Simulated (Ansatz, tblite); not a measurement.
Isomers of Ag6⁻ (doublet), found by a short tight-binding search and relaxed with PBE0-D4/def2-SVPD in Ansatz.

In the def2 sets Ag takes a core potential; there is no spin–orbit coupling. The xTB rows come from tblite.

Run but left out: MP2/def2-TZVPD (A: ⟨S²⟩ 0.90, where a pure state has 0.75).

A: At MP2/def2-TZVPD the charge -1 doublet is spin-contaminated (final ⟨S²⟩ up to 0.90, 0.75 for a pure state). B: At MP2/def2-TZVPD the charge -1 doublet is spin-contaminated (final ⟨S²⟩ up to 1.03, 0.75 for a pure state). At PBE-D4/def2-TZVPD the highest occupied level of the charge -1 doublet lies above zero (up to 0.07 eV). It is a level of α spin, whose loss leaves a singlet; that state wasn't run at this geometry and level. The electron is either unbound and held by the finite basis, or the level is raised by self-interaction error.

Other spin states weren't relaxed.

A:

Cartesian coordinates in Å:
```
Ag 0.992 0.800 -1.667
Ag 1.117 -0.611 0.810
Ag 0.036 2.020 0.566
Ag -1.156 0.006 2.244
Ag 0.423 -2.016 -1.459
Ag -1.412 -0.199 -0.494
```

B:

```xyz
6

Ag    0.356    1.081   -2.239
Ag   -1.155   -1.133   -1.725
Ag   -1.263   -1.993    0.863
Ag    1.696    2.493   -0.215
Ag    0.127   -0.705    2.936
Ag    0.239    0.256    0.379
```

Question: Estimate their order by electronic energy at ωB97M-V/def2-TZVPD, counted from the lowest.

Answer: A (0.0) < B (7.0), in kcal/mol.

Question: Do the other levels pick the same lowest one?

Answer: Not HF/def2-TZVPD. Energies above each level's lowest (kcal/mol):

| level | A | B |
| --- | --- | --- |
| GFN1-xTB | 0.0 | 14.6 |
| HF/def2-TZVPD | 5.4 | 0.0 |
| LDA (SPW92)/def2-TZVPD | 0.0 | 10.2 |
| PBE-D4/def2-TZVPD | 0.0 | 5.5 |
| r2SCAN-D4/def2-TZVPD | 0.0 | 6.6 |
| PBE0-D4/def2-TZVPD | 0.0 | 5.9 |
| ωB97M-V/def2-TZVPD | 0.0 | 7.0 |
Point groups (tolerance 0.1 Å): A C2v, B not assigned. Lower isomers may exist.
